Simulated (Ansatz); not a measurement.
Born–Oppenheimer molecular dynamics of C₃H₉BO (14 atoms, charge 0, multiplicity 1). It starts from a relaxed structure.

All numbers below come from Ansatz 0.2.0, RKS r2SCAN-D4/STO-3G.

```
ensemble        : NVT, Nosé–Hoover chain
time step       : 0.5 fs
steps asked     : 287
set temperature : 200 K
thermostat      : time constant 100 fs, chain length 1
seed            : 209708
```

First frame:

```xyz
14
Properties=species:S:1:pos:R:3
C -1.752 0.987 0.989
B -0.334 1.391 0.472
C 0.655 0.362 -0.199
O 0.090 -0.998 -0.234
C 1.091 -1.852 -0.879
H -2.518 1.525 0.404
H -1.897 1.311 2.031
H -1.954 -0.088 0.917
H 0.030 2.508 0.560
H 0.906 0.723 -1.229
H 1.634 0.381 0.343
H 0.671 -2.874 -0.902
H 2.054 -1.874 -0.322
H 1.311 -1.533 -1.922
```

(1) How far do the bonds stretch over the last three quarters of this one trajectory? (Pairs bonded in most of those frames.)

Answers

(1) 
```json
{"bond": "C1–B2", "mean (Å)": "1.564", "spread (Å)": "0.016", "shortest": "1.53", "longest": "1.59"}
{"bond": "C1–H6", "mean (Å)": "1.099", "spread (Å)": "0.014", "shortest": "1.08", "longest": "1.12"}
{"bond": "C1–H7", "mean (Å)": "1.107", "spread (Å)": "0.024", "shortest": "1.06", "longest": "1.15"}
{"bond": "C1–H8", "mean (Å)": "1.099", "spread (Å)": "0.020", "shortest": "1.06", "longest": "1.14"}
{"bond": "B2–C3", "mean (Å)": "1.579", "spread (Å)": "0.016", "shortest": "1.54", "longest": "1.61"}
{"bond": "B2–H9", "mean (Å)": "1.179", "spread (Å)": "0.005", "shortest": "1.17", "longest": "1.19"}
{"bond": "C3–O4", "mean (Å)": "1.478", "spread (Å)": "0.027", "shortest": "1.43", "longest": "1.53"}
{"bond": "C3–H10", "mean (Å)": "1.123", "spread (Å)": "0.019", "shortest": "1.09", "longest": "1.16"}
{"bond": "C3–H11", "mean (Å)": "1.118", "spread (Å)": "0.018", "shortest": "1.09", "longest": "1.15"}
{"bond": "O4–C5", "mean (Å)": "1.467", "spread (Å)": "0.014", "shortest": "1.44", "longest": "1.49"}
{"bond": "C5–H12", "mean (Å)": "1.106", "spread (Å)": "0.015", "shortest": "1.08", "longest": "1.13"}
{"bond": "C5–H13", "mean (Å)": "1.113", "spread (Å)": "0.007", "shortest": "1.10", "longest": "1.13"}
{"bond": "C5–H14", "mean (Å)": "1.113", "spread (Å)": "0.006", "shortest": "1.10", "longest": "1.13"}
```

Mean temperature of the second half: 132 K. The conserved energy stayed within 0.16 meV per atom of its start (net change 0.14 meV per atom), so the integration is sound. The mean temperature of the second half is 34 % below the set value. A run of 0.14 ps of so small a system gives no equilibrium averages. Limits of this set-up: minimal basis.

Time of the run: 10 min on 1 thread of Arm Neoverse V2, with other jobs on the host, peak memory 0.09 GiB.
